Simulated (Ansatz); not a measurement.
C3H11GeInSi (`C[SiH2]/C=[C](/[GeH3])[InH2]`), 17 atoms. Charge 0, multiplicity 1. Correlated methods include outer-core shells of Ge, In, which these sets cover unevenly. Scalar relativity is left out up to krypton. In takes the def2 core potential. Hardware: A = 2 threads of an AMD EPYC 7R13 on a shared host; B = 2 threads of an AMD EPYC 7R13 on a shared host and a share of an NVIDIA H100 80 GB. Correlated methods freeze the cores.

**Question.** How many basis functions does each run have, and how long does it take in Ansatz? RHF-CCSD(T)/def2-TZVPP energy [B]; RHF-CCSD(T)/def2-SVP energy [B]; RKS PBE-QIDH (frozen core)/def2-TZVPP energy [B]; RKS PBE0-D4/def2-TZVPP energy [B]; RKS ωB97M-V/def2-QZVPP energy [B]; RKS PBE0-D4/def2-QZVPP energy [B]; RKS SPW92 (LDA)/def2-TZVPP energy [B]; RKS PBE0-D4/def2-SVP energy [A]; RKS PBE0-D4/def2-TZVP relaxation (44 steps) [B]; RHF-MP2/def2-QZVPP energy [B]; RKS revPBE-D4/def2-TZVPP energy [B]; direct RPA on PBE orbitals/def2-TZVPP energy [B]. (Best estimate.)

**Answer.** The calculation gave: Other jobs shared the machine, so times are rough.

| level | job | functions | wall time | peak host memory (GiB) |
| --- | --- | --- | --- | --- |
| RKS PBE0-D4/def2-SVP | energy [A] | 173 | 6.5 s | 0.63 |
| RKS PBE0-D4/def2-TZVPP | energy [B] | 387 | 8 s | 0.89 |
| RKS revPBE-D4/def2-TZVPP | energy [B] | 387 | 10 s | 0.9 |
| RKS PBE0-D4/def2-QZVPP | energy [B] | 742 | 12 s | 1.3 |
| RKS SPW92 (LDA)/def2-TZVPP | energy [B] | 387 | 13 s | 0.89 |
| direct RPA on PBE orbitals/def2-TZVPP | energy [B] | 387 | 14 s | 1.8 |
| RHF-CCSD(T)/def2-SVP | energy [B] | 173 | 14 s | 0.8 |
| RKS PBE-QIDH (frozen core)/def2-TZVPP | energy [B] | 387 | 14 s | 1.8 |
| RKS ωB97M-V/def2-QZVPP | energy [B] | 742 | 15 s | 1.4 |
| RHF-MP2/def2-QZVPP | energy [B] | 742 | 28 s | 6 |
| RHF-CCSD(T)/def2-TZVPP | energy [B] | 387 | 110 s | 1.7 |
| RKS PBE0-D4/def2-TZVP | relaxation (44 steps) [B] | 294 | 2.4 min | 1 |
